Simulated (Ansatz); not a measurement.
Reaction (formal exchange of groups at the Si–O bond): `O[SiH]1C=C1` + CH₄ → `C[SiH]1C=C1` + H₂O

Calculated with Ansatz (gas phase, PBE0-D4/def2-TZVP geometries, no zero-point term in ΔE). CCSD(T)/CBS is the MP2 limit (def2-TZVPP, def2-QZVPP) plus CCSD(T) − MP2 in def2-TZVPP, frozen cores. This one scheme is used for every species. DFT in def2-TZVPP. One conformer a species, not always the lowest.

| species | r2SCAN0-D4 energy (Eh) |
| --- | --- |
| `O[SiH]1C=C1` | -443.25298 |
| CH₄ | -40.49857 |
| `C[SiH]1C=C1` | -407.29817 |
| H₂O | -76.41199 |

Problem. Work out ΔE.

Solution. ΔE = (-407.29817) + (-76.41199) − (-443.25298) − (-40.49857) = 0.04139 Eh = +108.7 kJ/mol. CCSD(T)/CBS gives +104.0 kJ/mol.

Largest T1 diagnostic among the species: 0.012.

Leaving LDA and LC-ωPBE aside and taking each functional with its dispersion term where it has one, the values, not all of them listed here, spread over 18.6 kJ/mol, from revPBE-D4 to BHLYP-D4. From BLYP to BHLYP (50 % exact exchange), in def2-TZVPP and without D4, ΔE moves by +5.9 kJ/mol. In def2-TZVPP, CCSD(T) changes the Hartree–Fock value by −18.5 kJ/mol (the triples alone add −2.0 kJ/mol) and MP2 by −17.3 kJ/mol.
